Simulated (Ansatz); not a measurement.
# ZrO2: a line through the functionals

ZrO2: 3 atoms, total charge 0, spin state singlet. SMILES: `[O]=[Zr]=[O]`. The coordinates come from a PBE0-D4/def2-TZVP relaxation.

The HOMO–LUMO gap y, in eV, basis def2-TZVP with a core potential; a is the functional's share of exact exchange. Programs: Ansatz 0.2.0.

| functional | program | a | y (eV) |
| --- | --- | --- | --- |
| revPBE | Ansatz | 0 | 1.75 |
| r2SCAN | Ansatz | 0 | 2.42 |
| B3LYP | Ansatz | 0.2 | ? |
| PBE0 | Ansatz | 0.25 | 3.86 |
| BHLYP | Ansatz | 0.5 | 5.64 |

Q: Fit y = c + s·a to the known rows and predict B3LYP.

A: 
1. Means of the 4 rows: a = 0.1875, y = 3.417.
2. Σ(Δa)² = 0.17188, Σ(Δa·Δy) = 1.2219, so the slope is 1.2219/0.17188 = 7.109.
3. Intercept: 3.417 − (7.109) × 0.1875 = 2.084. The largest residual of the fit is 0.34.
4. B3LYP: 2.084 + (7.109) × 0.2 = 3.51 eV.

The run gave 3.27 eV, so the prediction is off by +0.24 eV, within the scatter of the fit. Exact exchange lowers occupied levels and raises empty ones. The rows mix families of semi-local functionals, which the line can't see.
